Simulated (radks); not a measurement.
Question: These are the eigenvalues of the occupied orbitals of an atom or ion with whole-number occupations (eV). Calculated with a radial shooting solver on a logarithmic mesh with Libxc functionals: scalar-relativistic Kohn-Sham, r2SCAN, spin-polarised, spherical densities, finite nucleus; meta-GGA in the generalised Kohn-Sham scheme; Fermi nuclear charge, rms radius of each element as measured or else 0.836 A^(1/3) + 0.57 fm.

1s: -11042.25
2s: -1433.067
2p: -1256.549
3s: -222.6226
3p: -167.9313
3d: -78.6209

Which element is it, and in what charge state? The configuration may be excited. Open shells, if any, are filled with parallel spins first.

Answer: Z = 32, germanium, charge +4: Ge4+ in [Ar] 3d10. The list shows which subshells hold electrons but not how many an open one holds; the 1s level, -405.8 hartree, gives Z - s = 28.5 by -(Z - s)^2/2, which with screening and relativity narrows Z to a few neighbours, and the depths of the outer levels then fix element, charge and occupations together.
